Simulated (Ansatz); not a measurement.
Mulliken charges of BrGaH₂S₂, SMILES `[SH][Ga]([SH])[Br]` from PBE/def2-TZVPP in Ansatz (PBE0-D4/def2-TZVP geometry).

| atom | x (Å) | y (Å) | z (Å) | charge (e) |
| --- | --- | --- | --- | --- |
| S1 | -0.253 | 2.013 | 0.957 | -0.207 |
| Ga2 | 0.010 | 0.246 | -0.300 | 0.414 |
| S3 | 0.092 | -1.786 | 0.509 | -0.221 |
| Br4 | 0.204 | 0.570 | -2.549 | -0.233 |
| H5 | -0.306 | 1.292 | 2.091 | 0.118 |
| H6 | 0.253 | -2.334 | -0.707 | 0.128 |

Problem. By hand: the dipole of these point charges (1 e Å = 4.8032 D).

Solution. Σ q r = (-0.015, -0.199, 0.315) e Å, of length 0.373 e Å = 1.79 D.

Problem. How does the dipole of the full density compare? (An estimate is asked.)

Solution. The calculation gave: (-0.005, -0.165, 0.187) e Å, 1.20 D; the point charges give 1.49 times that, at 9° from its direction.

Point charges leave out the atoms' own dipoles, such as those of lone pairs, and Mulliken's split depends on the basis, so the two needn't agree.
